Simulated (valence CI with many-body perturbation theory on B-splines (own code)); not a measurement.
Which ion has this spectrum?

A relativistic CI+MBPT calculation for an atom or ion with 41 electrons gives these levels (cm⁻¹):

| J | Parity | E | g |
| --- | --- | --- | --- |
| 5/2 | even | 0 | 1.32 |
| 5/2 | even | 146150 | 1.34 |
| 7/2 | even | 186231 | 1.17 |
| 3/2 | even | 190873 | 1.17 |
| 11/2 | even | 194668 | 1.11 |
| 9/2 | even | 208748 | 1.14 |
| 5/2 | even | 218714 | 1.13 |
| 1/2 | even | 227695 | 1.80 |
| 7/2 | even | 234157 | 1.08 |
| 3/2 | even | 285644 | 0.79 |
| 5/2 | even | 330472 | 1.30 |
| 7/2 | even | 357740 | 1.22 |
| 11/2 | even | 363266 | 1.09 |
| 9/2 | even | 368325 | 1.15 |

The energies are calculated, and their last digits are not significant.

(1) Which is it?
A. Hg39+
B. Ir36+
C. Tl40+
D. Pt37+

Answers

(1) D. Pt37+, ground level (4d3/2^4 4d5/2) J=5/2.
